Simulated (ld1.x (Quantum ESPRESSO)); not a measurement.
## Before and after: TM potential for Cs

- Element: Cs (Z = 55)
- Generator: ld1.x (Quantum ESPRESSO) 7.5
- Type: norm-conserving Troullier–Martins (Kleinman–Bylander form)
- Functional: PBE
- Relativity: scalar-relativistic
- Frozen core: [Xe]
- Valence charge: 1
- Reference configuration: 5d0.5 6s0.5 6p0
- Partial waves: 6s (bound): rc 4.20 bohr; 6p (bound, empty): rc 2.05 bohr; 5d (bound): rc 4.20 bohr
- Local potential: all-electron potential smoothed inside 2.25 bohr (lloc = -1)
- Core correction: a·sin(br)/r model core, default radius (core density twice the valence density)

Change: local potential all-electron potential smoothed inside 3.40 bohr (lloc = -1).

Cutoffs: the cutoffs (Ry, on a coarse ladder) from which the occupation-weighted sum of valence levels, in a spherical-Bessel basis at the reference potential, stays within 10 and 1 mRy of its value at 400 Ry; they do not see the model core or the augmentation charge, which bear on the density cutoff. Errors are all-electron minus pseudo energies relative to the spin-unpolarised reference configuration.

Q: How do hardness, ghosts and transferability respond?

A: Both files are so soft that the ladder of cutoffs tells neither apart; both files keep a bound ghost (p, s); the number of tests that count goes from 4 to 3; of the 3 tests that both files solve, the error grows in 1 and shrinks in 0 by more than 15 % and 0.3 meV (median size 1.3 → 1.3 meV); the range in which the d phases agree narrows (upper end 3.7 → 1.1).

```tsv
quantity	base	changed
cutoff, loose	6 Ry	6 Ry
cutoff, tight	8 Ry	8 Ry
bound ghosts	s, p	p, s
tests counted (converged, no solver errors)	4 of 4	3 of 4
error for 5d0 6s1 6p0, meV [ΔE -0.84 eV]	+2.3	+2.3
error for 5d0 6s0.5 6p0, meV [ΔE 0.63 eV]	-0.2	-1.0
error for 5d1 6s0 6p0, meV [ΔE 0.83 eV]	+1.3	+1.3
s: phases at 4.53 bohr within 0.05 rad from the reference energy up to (Ry; the scan ends near 5)	n/a	n/a
p: phases at 4.53 bohr within 0.05 rad from the reference energy up to (Ry; the scan ends near 5)	2.4	2.1
d: phases at 4.53 bohr within 0.05 rad from the reference energy up to (Ry; the scan ends near 5)	3.7	1.1
```

Base: The 6p radius (2.05 bohr) lies inside the outermost node of the all-electron wave (2.61 bohr), which a nodeless pseudo-wave cannot match soundly. Changed file: Tests not counted: 5d0 6s0 6p1 (solver errors, printed error -1.2 eV). The 6p radius (2.05 bohr) lies inside the outermost node of the all-electron wave (2.61 bohr), which a nodeless pseudo-wave cannot match soundly. A true bound ghost makes a file unfit for plane-wave use even where its test errors are small: the radial tests pick states by their node count and pass the ghost by. Where a test does run into it, the solver fails or the error is huge.
